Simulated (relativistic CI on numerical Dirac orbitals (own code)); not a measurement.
Spin-allowed bands of a d2 ion in an octahedral site, by hand

Problem. Take Δ = 22000 cm⁻¹ and B = 560 cm⁻¹ for a d2 ion in an octahedral site. Calculate the three spin-allowed bands.

Working.
1. The terms of highest spin are 3F (energy 0) and 3P (15B = 8400 cm⁻¹). Here the F term splits into A2 at +1.2Δ = 26400, T2 at +0.2Δ = 4400 and T1 at −0.6Δ = -13200 cm⁻¹.
2. The two T1 states mix through the element 0.4Δ: H = [[-13200, 8800], [8800, 8400]], with roots ½(H₁₁ + H₂₂) ∓ ½√[(H₂₂ − H₁₁)² + 4H₁₂²] = ½(-4800) ∓ ½(27863) = -16331 and 11531 cm⁻¹.
3. The ground term is 3T1 at -16331 cm⁻¹.
4. Bands: 3T2 20731 cm⁻¹ (482 nm), 3T1(P) 27863 cm⁻¹ (359 nm), 3A2 42731 cm⁻¹ (234 nm).

Check. Exact diagonalisation of the whole d2 shell with these parameters gives 3T2 20731, 3T1 27863, 3A2 42731 cm⁻¹. The match is exact, since without spin-orbit coupling no other term has this spin. The ratio of the second band to the first, 1.344, depends on Δ/B = 39.3 alone, which is how a Tanabe-Sugano diagram is read.
